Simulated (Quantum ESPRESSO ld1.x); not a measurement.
The numbers below are computed, except where a source is named.
Task: All-electron atom: Hf+ in [Xe] 4f14 5d1 6s2. Code: ld1.x of Quantum ESPRESSO 7.5. Model: scalar-relativistic Kohn-Sham, LDA (Slater exchange, VWN5 correlation), spin-polarised, spherical densities, point nucleus; open shells are filled with parallel spins first. Some entries of the table are withheld. Estimate them.

orbital  occ.  eigenvalue (Ry)  <1/r> (bohr^-1)
1s down     1       -4795.1639            83.77
1s up       1       -4795.1639            83.77
2s up       1        -820.7222            19.56
2s down     1        -820.7198            19.56
2p up       3        -720.9991            17.85
2p down     3        -720.9972            17.85
3s up       1        -187.4929            7.233
3s down     1        -187.4922            7.233
3p up       3        -157.7063            6.708
3p down     3        -157.7057            6.708
3d up       5        -122.3930            6.349
3d down     5        -122.3916            6.348
4s up       1         -38.2746            3.068
4s down     1         -38.2729            3.068
4p up       3         -28.4985            2.793
4p down     3         -28.4967            2.793
4d up       5         -15.8659            2.476
4d down     5         -15.8636            2.476
5s up       1          -5.6388            1.176
5s down     1          -5.6134            1.178
5p up       3              (1)              (2)
5p down     3              (3)              (4)
4f up       7          -1.9449            1.918
4f down     7          -1.9378            1.921
6s up       1          -0.9026           0.4110
6s down     1          -0.8711           0.4049
5d up       1          -0.8243           0.6035
5d down     0          -0.7818           0.6004

Result: 
(1) 5p up eigenvalue (Ry): -3.3192
(2) 5p up <1/r> (bohr^-1): 0.9802
(3) 5p down eigenvalue (Ry): -3.2849
(4) 5p down <1/r> (bohr^-1): 0.9831
